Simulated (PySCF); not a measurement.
## Excitation energy of Al²⁺ by level of theory

Al²⁺ [Ne] 3s1 (2S) → Al²⁺ [Ne] 3d1 (2D), as a difference of total energies. All numbers are calculated (PySCF 2.14, the spin-free X2C one-electron Hamiltonian (Gaussian nucleus), in aug-cc-pVQZ-DK (7s6p4d3f2g, 84 functions)). The calculations carry no spin-orbit coupling.

```json
{"method": "UHF", "excitation energy (eV)": "14.316"}
{"method": "LDA", "excitation energy (eV)": "14.294"}
{"method": "PBE", "excitation energy (eV)": "13.953"}
{"method": "PBE0", "excitation energy (eV)": "14.069"}
{"method": "r2SCAN", "excitation energy (eV)": "13.973"}
{"method": "BP86", "excitation energy (eV)": "13.790"}
{"method": "r2SCANh", "excitation energy (eV)": "14.040"}
{"method": "CAM-B3LYP", "excitation energy (eV)": "14.444"}
```

The promoted electron is Rydberg-like, and one or two diffuse shells describe it only roughly, which tends to raise the upper state.
